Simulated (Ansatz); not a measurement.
Triethylaluminium, C$_{6}$H$_{15}$Al: the same geometry under several functionals.

```yaml
crystal:
  periodic: [false, false, false]
  atoms:
    - {symbol: C, position_ang: [1.054540, -2.214220, -1.697824]}
    - {symbol: C, position_ang: [1.404020, -0.868545, -1.063675]}
    - {symbol: Al, position_ang: [-0.005535, -0.000585, 0.000143]}
    - {symbol: C, position_ang: [-1.767923, -0.856503, 0.182689]}
    - {symbol: C, position_ang: [-2.807800, -0.114636, 1.021416]}
    - {symbol: C, position_ang: [0.347213, 1.724011, 0.879610]}
    - {symbol: C, position_ang: [1.740072, 2.321965, 0.685246]}
    - {symbol: H, position_ang: [1.884366, -2.633107, -2.276165]}
    - {symbol: H, position_ang: [0.782123, -2.957720, -0.943284]}
    - {symbol: H, position_ang: [0.200329, -2.131751, -2.375957]}
    - {symbol: H, position_ang: [2.291315, -0.971431, -0.423301]}
    - {symbol: H, position_ang: [1.721111, -0.156756, -1.839099]}
    - {symbol: H, position_ang: [-2.157541, -1.036987, -0.829190]}
    - {symbol: H, position_ang: [-1.607768, -1.866386, 0.586162]}
    - {symbol: H, position_ang: [-3.021481, 0.877960, 0.614563]}
    - {symbol: H, position_ang: [-3.760813, -0.650584, 1.077533]}
    - {symbol: H, position_ang: [-2.464327, 0.037504, 2.048681]}
    - {symbol: H, position_ang: [-0.419730, 2.434603, 0.540308]}
    - {symbol: H, position_ang: [0.135222, 1.600982, 1.951215]}
    - {symbol: H, position_ang: [2.521936, 1.654418, 1.058747]}
    - {symbol: H, position_ang: [1.861175, 3.279286, 1.202489]}
    - {symbol: H, position_ang: [1.960193, 2.498282, -0.371608]}
basis:
  gaussian: {orbitals: def2-TZVPP}
hamiltonian: {xc: {name: BLYP}, dispersion: d4}
output: {orbitals: {seedname: orbitals}}
```

```sh
$ ansatz run in.yaml --threads 2 --pin off --events-out ev --progress --plain --max-ram 32768MiB --backend cuda --devices 0, --max-vram 18GiB
```

Shortened log:

```
Functional definition: BLYP
2234 factors; their error is unknown
mean field evaluation 1: about -13022.1040 eV, gradient 1.3e2 eV
mean field evaluation 2: about -12912.9346 eV, gradient 2.1e2 eV
mean field evaluation 4: about -13062.2630 eV, gradient 1.5e1 eV
mean field evaluation 8: about -13062.7861 eV, gradient 4.6e-2 eV
mean field evaluation 16: about -13062.7321 eV, gradient 4.9e-4 eV
mean field -13062.73206882 eV, -480.0465492914 hartree, gradient 7.6e-5 eV, S^2 0.000000; 0 other end points of the search recorded, 0 dependent functions left out
reference -13062.73261944 eV, -480.0465695264 hartree; 32, 32 occupied and 406, 406 virtual orbitals, 2234 factors
Total energy: -13063.68042170 eV, -480.0814006169 hartree
```

Run time 4 s (2 threads of an AMD EPYC 7R13 on a shared host and a share of an NVIDIA H100 80 GB); peak host memory 0.89 GiB.

Changing it to `hamiltonian: {xc: {name: B3LYP}, dispersion: d4}` and forces (abridged; 8 s):

```
Functional definition: B3LYP
mean field evaluation 16: about -13067.9849 eV, gradient 1.8e-4 eV
mean field -13067.98489707 eV, -480.2395871690 hartree, gradient 3.9e-6 eV, S^2 0.000000
Total energy: -13068.68452252 eV, -480.2652979301 hartree
Atom 0 force    -0.044749    -0.206669    -0.101649 eV/Å
Atom 1 force     0.108739     0.189143     0.064007 eV/Å
Atom 2 force     0.001268     0.001523    -0.000467 eV/Å
Atom 3 force     0.105510    -0.154428    -0.130876 eV/Å
Atom 4 force    -0.165418     0.107593     0.126907 eV/Å
Atom 5 force    -0.216335    -0.033067     0.066598 eV/Å
Atom 6 force     0.210802     0.097347    -0.025665 eV/Å
Atom 7 force    -0.042281     0.008360     0.022044 eV/Å
Atom 8 force     0.013024     0.028445    -0.038867 eV/Å
Atom 9 force     0.041121    -0.009932     0.027685 eV/Å
Atom 10 force    -0.035000     0.002792    -0.036502 eV/Å
Atom 11 force    -0.007376    -0.038496     0.034793 eV/Å
Atom 12 force     0.012148     0.002857     0.050954 eV/Å
Atom 13 force    -0.016304     0.044858    -0.021358 eV/Å
Atom 14 force     0.003759    -0.046139     0.022992 eV/Å
Atom 15 force     0.037382     0.032259     0.004522 eV/Å
Atom 16 force    -0.022967    -0.005669    -0.045407 eV/Å
Atom 17 force     0.038318    -0.027623     0.022989 eV/Å
Atom 18 force     0.009804     0.015718    -0.050136 eV/Å
Atom 19 force    -0.031879     0.036943    -0.017573 eV/Å
Atom 20 force     0.005491    -0.042051    -0.026963 eV/Å
Atom 21 force    -0.005059    -0.003765     0.051971 eV/Å
Dipole moment:    -0.000240    -0.000014     0.000080 e Å
```

The same input with `hamiltonian: {xc: {name: wB97X-V}}` (abridged; 4.1 s):

```
Functional definition: wB97X-V
mean field evaluation 16: about -13064.0330 eV, gradient 1.4e-5 eV
mean field -13064.03300769 eV, -480.0943579129 hartree, gradient 1.4e-5 eV, S^2 0.000000
Total energy: -13064.03300485 eV, -480.0943578087 hartree
```

Changing it to `hamiltonian: {xc: pbe, dispersion: d4}` and forces (abridged; 5.5 s):

```
Functional definition: PBE
mean field evaluation 16: about -13053.5751 eV, gradient 1.6e-2 eV
mean field -13053.57507171 eV, -479.7100358544 hartree, gradient 1.1e-5 eV, S^2 0.000000
Total energy: -13054.01784332 eV, -479.7263074110 hartree
Atom 0 force    -0.001155     0.001554     0.000752 eV/Å
Atom 1 force    -0.058769     0.022307     0.035604 eV/Å
Atom 2 force     0.001189     0.001422    -0.000429 eV/Å
Atom 3 force     0.059635     0.039145     0.000348 eV/Å
Atom 4 force     0.002276     0.001364    -0.000522 eV/Å
Atom 5 force    -0.002103    -0.060894    -0.034144 eV/Å
Atom 6 force    -0.001145    -0.003341    -0.001968 eV/Å
Atom 7 force     0.159856    -0.097134    -0.120843 eV/Å
Atom 8 force    -0.055925    -0.151305     0.136993 eV/Å
Atom 9 force    -0.164624     0.004057    -0.132450 eV/Å
Atom 10 force     0.174263    -0.004080     0.119023 eV/Å
Atom 11 force     0.070140     0.142147    -0.135836 eV/Å
Atom 12 force    -0.064676    -0.048264    -0.192812 eV/Å
Atom 13 force     0.033538    -0.197300     0.061006 eV/Å
Atom 14 force    -0.047977     0.192698    -0.068260 eV/Å
Atom 15 force    -0.198032    -0.097130     0.020136 eV/Å
Atom 16 force     0.055999     0.036053     0.199719 eV/Å
Atom 17 force    -0.155956     0.128795    -0.052607 eV/Å
Atom 18 force    -0.056557    -0.019967     0.199226 eV/Å
Atom 19 force     0.158352    -0.120404     0.066938 eV/Å
Atom 20 force     0.038280     0.193405     0.099098 eV/Å
Atom 21 force     0.053392     0.036872    -0.198971 eV/Å
Dipole moment:    -0.000231    -0.000005     0.000052 e Å
```

The same input with `hamiltonian: {xc: pbe0, dispersion: d4}` (abridged; 6.5 s):

```
Functional definition: PBE0
mean field evaluation 16: about -13055.5925 eV, gradient 8.5e-5 eV
mean field -13055.59251298 eV, -479.7841754537 hartree, gradient 2.1e-5 eV, S^2 0.000000
Total energy: -13055.97220949 eV, -479.7981290429 hartree
```

Changing it to `hamiltonian: {xc: {name: PBE-QIDH}}` (abridged; 4.8 s):

```
Functional definition: PBE-QIDH
mean field evaluation 16: about -13040.7037 eV, gradient 2.6e-5 eV
mean field -13040.70370936 eV, -479.2370220124 hartree, gradient 2.6e-6 eV, S^2 0.000000
11 core orbitals not correlated: weight in the atoms' cores, before any rotation towards them, 1.000 or more for the frozen orbitals, at most 0.000 for the correlated occupied ones
second order -35.05174354 eV of doubles, -0.00000000 eV of singles
Total energy: -13052.38764270 eV, -479.6663986432 hartree
```

B3LYP takes the VWN-RPA correlation (the form of Gaussian; ORCA's B3LYP/G).
